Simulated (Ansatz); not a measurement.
`CCSCC` + `[OH][Zn][O][SiH3]` → `C[O][Zn][O][SiH3]` + `CCSC`  (substitution at a C–C bond)

Calculated with Ansatz (gas phase, PBE0-D4/def2-TZVP geometries, no zero-point term in ΔE). CCSD(T)/CBS is the MP2 limit (def2-TZVPP, def2-QZVPP) plus CCSD(T) − MP2 in def2-TZVPP, frozen cores. DFT in def2-TZVPP. For Zn outer-core shells are correlated without core-valence functions, which leaves a few kJ/mol of doubt a bond. Scalar relativity is left out up to krypton. Each species was taken in one conformer, which may not be the lowest.

```json
{"level": "BLYP-D4", "ΔE (kcal/mol)": "14.2"}
{"level": "B97M-V", "ΔE (kcal/mol)": "15.4"}
{"level": "r2SCAN", "ΔE (kcal/mol)": "15.2"}
{"level": "CCSD(T)/def2-SVP", "ΔE (kcal/mol)": "12.5"}
```

**Question.** What does CCSD(T)/CBS give? (Best estimate.)

**Answer.** The calculation gave: +17.1 kcal/mol. The listed levels differ from it by -2.9, -1.7, -1.9, -4.6 kcal/mol.

Largest T1 diagnostic among the species: 0.016.

At CCSD(T), def2-SVP lies −4.6 kcal/mol from the extrapolated value and def2-TZVPP −0.7 kcal/mol. In def2-TZVPP, CCSD(T) changes the Hartree–Fock value by +4.2 kcal/mol (the triples alone add +0.4 kcal/mol) and MP2 by +6.0 kcal/mol.
